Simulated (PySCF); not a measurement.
## NMR problem set

Theory: σ from GIAO-PBE0/pcSseg-1, structure optimised with GFN2-xTB, J: B3LYP/pcJ-1 (spin–dipole term left out of most H,H and C,H couplings), in PySCF 2.14 (one computed conformer, no solvent, fast rotation and ring inversion assumed for equivalent nuclei, relativity neglected).

Chemical shifts δ = σref − σ; TMS for 1H, 13C, all at this level. Multiplet labels drop J under 1 Hz and among equivalent protons, and merge close values. Unscaled 3J(H,H) run several per cent high. Splittings of carbon signals by F and P are missing where no couplings were computed. Where no couplings were computed, multiplicities follow the n + 1 count of equivalent neighbours, and m marks all less simple cases (inequivalent or close neighbours, rings, F or P nearby). One-bond C–F couplings are unscaled and too large by tens of Hz. Shifts are as computed. Against solution values, carbons near 30 ppm lie about +3 ppm off and those near 130 ppm about +5 ppm. Of 1211 compounds with measured shifts, 218 miss one by over three times the rms of a fit or turn the order of signals round; such compounds aren't used in these exercises.

Question: C$_{9}$H$_{11}$F. 1H NMR (500 MHz, computed): δ 6.51 (m, 1H), 5.57 (m, 1H), 5.38 (m, 1H), 5.01 (m, 1H), 3.11 (m, 2H), 2.36 (m, 2H), 2.26 (d, 2H), 1.49 (t, 1H). 13C{1H} NMR (computed): δ 158.6 (CH), 124.2 (CH2), 87.6 (C), 84.6 (CH), 77.0 (CH), 42.4 (CH2), 35.4 (CH2), 35.0 (C). Give a structure.

Answer: SMILES F[C@H]1C[C@](CC#C)(C=C)C1. The formula gives 4 degrees of unsaturation (1 ring in the answer). 8 carbon signals for 9 carbons: some carbons are equivalent by symmetry or fast rotation. Carbon types of the structure: 2 × C, 3 × CH, 4 × CH2, which accounts for all hydrogens. δC 158.6: alkene CH; an sp2 carbon of a C=C bond. δC 124.2: terminal =CH2 carbon; the olefinic region. δC 84.6: sp3 CH bonded to F; pulled downfield by the heteroatom. δC 77.0: terminal alkyne carbon; the triple bond shields along its axis, which puts it between sp3 and sp2 carbons.

This is the structure that produced the data.

Question: C$_{4}$H$_{10}$O$_{2}$. 1H NMR (600 MHz, computed): δ 3.65 (s, 4H), 3.52 (s, 6H). 13C{1H} NMR (computed): δ 74.2, 61.4. Identify the compound.

Answer: 1,2-dimethoxyethane (COCCOC). Rings plus π bonds: 0. 2 carbon signals for 4 carbons: some carbons are equivalent by symmetry or fast rotation. Carbon types of the structure: 2 × CH2, 2 × CH3, which accounts for all hydrogens. δC 74.2: sp3 CH2 bonded to O; deshielded by the electronegative neighbour. δC 61.4: methyl carbon bonded to O; deshielded by the electronegative neighbour. δH 3.65: hydrogen on an sp3 CH2 bonded to O; its carbon carries O, an electronegative neighbour. δH 3.52: hydrogen on a methyl carbon bonded to O; its carbon carries O, which withdraws density.

The data come from this structure; uniqueness wasn't tested.

Question: C$_{6}$H$_{4}$F$_{3}$N. 1H NMR (500 MHz, computed): δ 9.06 (dt, J = 5.5, 1.2 Hz, 1H), 8.18 (td, J = 8.7, 1.5 Hz, 1H), 7.97 (dd, J = 8.8, 1.0 Hz, 1H), 7.61 (dd, J = 8.5, 5.5 Hz, 1H). 13C{1H} NMR (computed): δ 155.8 (q, J = 35.7 Hz), 154.8, 143.2, 131.7 (q, J = 340.0 Hz), 131.1, 128.6. What is it?

Answer: `FC(F)(F)c1ccccn1`. The formula gives 4 degrees of unsaturation (1 ring in the answer). 6 carbon signals for 6 carbons: no two carbons are equivalent. Carbon types of the structure: 2 × C, 4 × CH, which accounts for all hydrogens. δC 154.8: aromatic CH next to a ring nitrogen; the adjacent pyridine-type nitrogen withdraws density from it. δC 143.2, 131.1, 128.6: aromatic CH. δC 131.7: CF3 carbon; 3 electronegative neighbours deshield it. δH 9.06: hydrogen on an aromatic CH next to a ring nitrogen; ring current plus the neighbouring ring nitrogen. The protons at 7.97 and 8.18 share a coupling of 8.8 Hz (vicinal, an ortho-type coupling). The protons at 8.18 and 7.61 share a coupling of 8.5 Hz (vicinal, an ortho-type coupling). The protons at 7.61 and 9.06 share a coupling of 5.5 Hz (vicinal, an ortho-type coupling).

The data come from this structure; uniqueness wasn't tested.
